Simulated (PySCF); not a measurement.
Species: C2H2FO3S (doublet state).
Z-matrix (Å and degrees, GFN2-xTB geometry), rows numbered from 1:
```
O 
S   1  1.4287
O   2  1.4220  1  120.63
O   2  1.5995  1  107.98  3   125.68
C   2  1.8529  1  108.89  3  -124.92
C   5  1.2782  2  119.53  1   -64.68
F   6  1.3132  5  131.24  2    -0.62
H   4  0.9597  2  110.44  1    21.15
H   5  1.0679  2  113.33  1   115.20
```

The hyperfine couplings belong to this conformer and change with its torsions.

Identity: `O=S(=O)(O)/C=[C]\F` [radical].

Computed, not measured: UKS B3LYP, pcH-1 on C F H O S, non-relativistic, mean-field spin-orbit, GIAO in PySCF 2.14.0. Isolated species at its GFN2-xTB geometry (one conformer only). A GFN2-xTB geometry isn't a minimum of the functional, and hyperfine couplings can be far from their values at a DFT geometry. The SCF solution wasn't tested for stability.

Question: Where do the isotropic ENDOR lines of C5 and H9 fall at 339.8 mT, to first order?

Answer: For S = 1/2 in fast tumbling each set of equivalent nuclei gives two lines, ν± = |νn ± a/2| to first order, with νn = g_N μN B/h and μN/h = 7.62259 MHz/T.

| nuclei | isotope | g_N | νn (MHz) | a_iso (MHz) | lower line (MHz) | upper line (MHz) |
| --- | --- | --- | --- | --- | --- | --- |
| C5 | 13C | 1.4048 | 3.64 | 73.13 | 32.93 | 40.20 |
| H9 | 1H | 5.5857 | 14.47 | 39.61 | 5.34 | 34.27 |

The rows for 13C, of low natural abundance, apply to labelled samples.

Question: Which pairs are centred on the nuclear Larmor frequency, and which on half the coupling?

Answer: No pair is centred on νn. Centred on |a|/2 and split by 2νn: C5 and H9.

Question: At what field would the lower line of C5 fall to zero frequency?

Answer: Where νn = |a|/2, that is B = 36.57 MHz/(1.4048 × 7.62259 MHz/T) = 3410 mT, as far as first order holds there.

Couplings of abundant isotopes left out: F7 (365.8 MHz).

The run took 47 s (grids of density and orbitals included) on Arm Neoverse V2, one thread, shared host, and the process peaked at 0.78 GiB of memory.
